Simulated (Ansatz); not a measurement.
Compare A (`N=C=C[SiH3]`) with its isomer B (`C[SiH]1C=N1`).

Isolated molecules relaxed with PBE0-D4/def2-TZVP in Ansatz; ΔE leaves out vibrations. CCSD(T)/CBS adds triple-zeta CCSD(T) − MP2 to the extrapolated MP2 energy (def2 sets, frozen cores). Functionals use def2-TZVPP. B3LYP here is the variant with VWN-RPA as its local correlation; programs differ in this. Each species was taken in one conformer, which may not be the lowest.

Question: Which isomer does CCSD(T)/CBS put lower? Give the gap. (Estimate.)

Answer: Computed: B, by 2.7 kcal/mol.

Question: Give E(B) − E(A) in kcal/mol with PBE-D4, HF/def2-TZVPP, CCSD(T)/def2-TZVPP, B3LYP-D4, B3LYP, BLYP-D4, r2SCAN-D4. (Best estimate.)

Answer: The calculation gave: PBE-D4 0.6, HF/def2-TZVPP 4.2, CCSD(T)/def2-TZVPP -1.8, B3LYP-D4 3.0, B3LYP 3.2, BLYP-D4 4.4, r2SCAN-D4 0.6. The order is the other way round with PBE-D4, HF/def2-TZVPP, B3LYP-D4, B3LYP, BLYP-D4, r2SCAN-D4.

Question: Does the order hold for the free energy at 298.15 K (harmonic terms from PBE0-D4)? (Best estimate.)

Answer: Ansatz gave: Too close to call: G(B) − G(A) = +0.3 kcal/mol, for one conformer each.

Largest T1 diagnostic: 0.015.

From r2SCAN to r2SCAN0 (25 % exact exchange), in def2-TZVPP and without D4, E(B) − E(A) moves by −1.3 kcal/mol. In def2-TZVPP, CCSD(T) changes the Hartree–Fock value by −6.0 kcal/mol (the triples alone add −0.3 kcal/mol) and MP2 by −6.8 kcal/mol.
